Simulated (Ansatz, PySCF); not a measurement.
Constitutional and geometric isomers with formula CH2B2O. Isolated molecules, 0 K electronic values unless said otherwise. One relaxed conformer stands for each flexible species; it need not be the lowest. Strings in code marks are SMILES.

Quantity: vertical ionisation energy (energy after one electron is removed minus that of the parent at the parent's geometry), in eV. The restricted reference of `OB1B=C1`, `C=BB=O` and `BB=C=O` is unstable towards unrestricted orbitals.

Level 1: frozen-core CCSD(T)/cc-pVTZ // r2SCAN-D4/def2-TZVP (Ansatz, an electronic-structure program)
Level 2: PBE-D3(BJ)/def2-TZVP // r2SCAN-D4/def2-TZVP (PySCF)
Level 3: frozen-core MP2/cc-pVTZ // r2SCAN-D4/def2-TZVP (Ansatz)
Level 4: minus the HOMO energy of HF/STO-3G // r2SCAN-D4/def2-TZVP (PySCF)

```csv
species,level 1,level 2,level 3,level 4
`B=C=BO`,?,9.20,?,?
`OB1B=C1`,10.23,9.95,10.26,7.49
`C=BB=O`,9.95,9.87,9.91,?
`[H]/B=C1\BO1`,8.81,8.80,8.83,?
`BB=C=O`,8.74,8.81,?,5.89
`[H]/B=C\B=O`,10.26,10.04,10.46,7.69
```

**Question.** Fill in the missing entries.

**Answer.** 
- `B=C=BO`, level 1: 9.18
- `B=C=BO`, level 3: 9.33
- `B=C=BO`, level 4: 6.26
- `C=BB=O`, level 4: 7.51
- `[H]/B=C1\BO1`, level 4: 6.44
- `BB=C=O`, level 3: 8.76
